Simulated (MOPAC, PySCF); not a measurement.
C9H7NSSi, SMILES `N#Cc1cc2cc([SiH3])ccc2s1`, neutral singlet in the gas phase. 

Cartesian coordinates (Å):
SMILES: N#Cc1cc2cc([SiH3])ccc2s1
```xyz
19

N      5.6375    -0.4833    -0.6032
C      4.4852    -0.4382    -0.3732
C      3.0973    -0.3874    -0.0889
C      2.0938     0.1459    -0.8804
C      0.7968     0.0285    -0.2827
C     -0.4607     0.4510    -0.7806
C     -1.6289     0.2420    -0.0342
Si    -3.3068     0.8086    -0.6920
C     -1.5313    -0.4032     1.2335
C     -0.3098    -0.8328     1.7554
C      0.8530    -0.6146     0.9934
S      2.4856    -1.0570     1.4264
H      2.2896     0.6055    -1.8580
H     -0.5039     0.9458    -1.7638
H     -3.1175     1.4075    -2.0579
H     -3.9174     1.8368     0.2226
H     -4.2604    -0.3527    -0.7812
H     -2.4426    -0.5740     1.8290
H     -0.2595    -1.3286     2.7358
```
Charge 0, spin multiplicity 1.

All levels are single points at this geometry (PBE-D3(BJ)/def2-SVP); Pople sets use spherical d functions. Orbital energies aren't observables, and empty levels follow the basis.

AM1 in MOPAC gives HOMO (eV) = -8.87.

**Question.** Estimate the HOMO (eV) from each of these levels: PBE-D3(BJ)/def2-TZVP in PySCF; B3LYP/3-21G in PySCF; B3LYP/6-31G* in PySCF; B3LYP/LANL2DZ in PySCF; M06-2X/6-31G* in PySCF; SVWN5/6-31G* in PySCF; HF/STO-3G in PySCF; PM6 in MOPAC.

**Answer.** 
```
level                          HOMO (eV)
-----------------------------  ---------
PBE-D3(BJ)/def2-TZVP in PySCF      -6.15
B3LYP/3-21G in PySCF               -6.66
B3LYP/6-31G* in PySCF              -6.59
B3LYP/LANL2DZ in PySCF             -6.80
M06-2X/6-31G* in PySCF             -7.85
SVWN5/6-31G* in PySCF              -6.06
HF/STO-3G in PySCF                 -6.50
PM6 in MOPAC                       -9.10
```
